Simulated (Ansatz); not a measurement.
BH6N, SMILES [BH3-][NH3+].

Coordinates come from a B3LYP-D3(BJ)/def2-TZVP optimisation.

Two levels are set side by side: PBE/def2-TZVPD (Ansatz, a program for electronic structure) and PBE0/def2-TZVPD (Ansatz). Energy differences of separate SCF runs at the same geometry; the states with an electron removed or added have multiplicity 2 and 2. Differences are taken from unrounded values.

```json
[
 {"quantity": "vertical ionisation energy (eV)", "PBE": "10.33"},
 {"quantity": "vertical singlet–triplet gap (eV)", "PBE": "6.26"}
]
```

Question: These are the PBE values. What does PBE0 give? (The exact figures need the calculation; the answer reports its results.)

Answer: 
```
quantity                            PBE0  PBE minus PBE0
---------------------------------  -----  --------------
vertical ionisation energy (eV)    10.49           -0.16
vertical singlet–triplet gap (eV)   6.58           -0.32
```
